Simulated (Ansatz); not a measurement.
## Ansatz (development build ahead of 0.2.0) run

```yaml
crystal:
  periodic: [false, false, false]
  atoms:
    - { symbol: H, position_ang: [0.99002, 0.0, 0.0001] }
    - { symbol: H, position_ang: [0.49505, 0.8573, -6.0e-05] }
    - { symbol: H, position_ang: [-0.49498, 0.85746, -3.0e-05] }
    - { symbol: H, position_ang: [-0.99009, -1.0e-05, 4.0e-05] }
    - { symbol: H, position_ang: [-0.495, -0.85746, -1.0e-05] }
    - { symbol: H, position_ang: [0.4951, -0.85736, -1.0e-05] }
basis:
  gaussian: { orbitals: cc-pVDZ }
magnetization:
  spin_polarized: true
  initial_magnetization: 2
hamiltonian:
  xc: hf
output:
  forces: true
```

The input is written out in the form of the current development build from the run's settings.

The run gave:

```yaml
Converged: yes
Total_energy: -2.97322 hartree
Spin_squared_of_the_determinant: 2.073
Stability_test: minimum
```

Forces (eV/Å):
```csv
atom,Fx,Fy,Fz
H1,0.593,0.003,-0.001
H2,7.292,-0.470,0.000
H3,-7.291,-0.468,0.000
H4,-0.591,-0.002,0.000
H5,-7.292,0.470,0.000
H6,7.290,0.467,0.000
```

Caution: the determinant breaks the point group.
